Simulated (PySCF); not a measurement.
Cu2, singlet, at a GFN2-xTB geometry (such geometries of metal compounds can be far from the true shape); WB97X/6-31G* (PySCF).

PySCF was given this input:
```python
from pyscf import gto, scf, dft

mol = gto.Mole()
mol.atom = '''
    Cu   -0.000000   -0.000000   -1.112394
    Cu    0.000000    0.000000    1.112394
'''
mol.basis = '6-31g*'
mol.charge = 0
mol.spin = 0
mol.verbose = 4
mol.build()

mf = dft.RKS(mol)
mf.xc = 'wb97x'
mf.kernel()
```

### Question
What does PySCF print? Leave out banner, timings and long lists.

### Answer

```
PySCF version 2.14.0

[INPUT] verbose = 4
[INPUT] num. atoms = 2
[INPUT] num. electrons = 58
[INPUT] charge = 0
[INPUT] spin (= nelec alpha-beta = 2S) = 0
[INPUT] symmetry False subgroup None
[INPUT] Mole.unit = angstrom
[INPUT] Symbol           X                Y                Z      unit          X                Y                Z       unit  Magmom
[INPUT]  1 Cu     0.000000000000   0.000000000000  -1.112394000000 AA    0.000000000000   0.000000000000  -2.102120002609 Bohr   0.0
[INPUT]  2 Cu     0.000000000000   0.000000000000   1.112394000000 AA    0.000000000000   0.000000000000   2.102120002609 Bohr   0.0

nuclear repulsion = 200.036153729578
number of shells = 24
number of NR pGTOs = 194
number of NR cGTOs = 68
basis = 6-31g*
ecp = {}

******** <class 'pyscf.dft.rks.RKS'> ********
method = RKS
initial guess = minao
damping factor = 0
level_shift factor = 0
DIIS = <class 'pyscf.scf.diis.CDIIS'>
diis_start_cycle = 1
diis_space = 8
diis_damp = 0
SCF conv_tol = 1e-09
SCF conv_tol_grad = None
SCF max_cycles = 50
direct_scf = True
direct_scf_tol = 1e-13
XC library pyscf.dft.libxc version 7.1.2
    S. Lehtola, C. Steigemann, M. J. T. Oliveira, and M. A. L. Marques,  SoftwareX 7, 1–5 (2018)
XC functionals = wb97x
    J.-D. Chai and M. Head-Gordon,  J. Chem. Phys. 128, 084106 (2008)
radial grids:
    Treutler-Ahlrichs [JCP 102, 346 (1995); DOI:10.1063/1.469408] (M4) radial grids

becke partition: Becke, JCP 88, 2547 (1988); DOI:10.1063/1.454033
pruning grids: <function nwchem_prune>
grids dens level: 3
symmetrized grids: False
atomic radii adjust function: <function treutler_atomic_radii_adjust>
small_rho_cutoff = 0
Set gradient conv threshold to 3.16228e-05
Initial guess from minao.
tot grids = 41280
init E= -3279.6001054804
  HOMO = -0.211894509669945  LUMO = -0.0716927610223101  gap/eV = 3.81508
cycle= 1 E= -3280.33812418995  delta_E= -0.738  |g|= 0.48  |ddm|=    3
  HOMO = -0.253750414470735  LUMO = -0.00464703641887398  gap/eV = 6.77845
cycle= 2 E= -3280.33142700011  delta_E= 0.0067  |g|= 0.56  |ddm|= 0.373
  HOMO = -0.202089986659143  LUMO = 0.0018269681199623  gap/eV = 5.54886
cycle= 3 E= -3280.36376210787  delta_E= -0.0323  |g|= 0.122  |ddm|= 1.66
  HOMO = -0.224800404875358  LUMO = -0.0015985466194941  gap/eV = 6.07363
cycle= 4 E= -3280.36611324728  delta_E= -0.00235  |g|= 0.047  |ddm|= 0.111
  HOMO = -0.235206966633994  LUMO = -0.00148456400660857  gap/eV = 6.35991
cycle= 5 E= -3280.36770719199  delta_E= -0.00159  |g|= 0.0204  |ddm|= 0.176
  HOMO = -0.239560872723337  LUMO = 0.000748346982947012  gap/eV = 6.53915
cycle= 6 E= -3280.36919812341  delta_E= -0.00149  |g|= 0.0163  |ddm|= 0.343
  HOMO = -0.24502326407404  LUMO = -0.00130252523769858  gap/eV = 6.63198
cycle= 7 E= -3280.36969341606  delta_E= -0.000495  |g|= 0.00627  |ddm|= 0.336
  HOMO = -0.247218240433399  LUMO = -0.00269369595259628  gap/eV = 6.65385
cycle= 8 E= -3280.36973817273  delta_E= -4.48e-05  |g|= 0.000858  |ddm|= 0.122
  HOMO = -0.247040792437695  LUMO = -0.00262890602619681  gap/eV = 6.65079
cycle= 9 E= -3280.36973893288  delta_E= -7.6e-07  |g|= 0.000396  |ddm|= 0.00494
  HOMO = -0.246945073563273  LUMO = -0.00256779838854149  gap/eV = 6.64984
cycle= 10 E= -3280.36973912408  delta_E= -1.91e-07  |g|= 9.14e-05  |ddm|= 0.00861
  HOMO = -0.246987958028919  LUMO = -0.00255891961507082  gap/eV = 6.65125
cycle= 11 E= -3280.36973914973  delta_E= -2.56e-08  |g|= 2.11e-05  |ddm|= 0.00101
  HOMO = -0.246967814049445  LUMO = -0.00256018044203277  gap/eV = 6.65067
cycle= 12 E= -3280.36973915067  delta_E= -9.4e-10  |g|= 2.86e-05  |ddm|= 0.00025
  HOMO = -0.24696191812765  LUMO = -0.00255511713745982  gap/eV = 6.65065
Extra cycle  E= -3280.36973915051  delta_E= 1.56e-10  |g|= 5.38e-05  |ddm|= 0.000197
converged SCF energy = -3280.36973915051
```
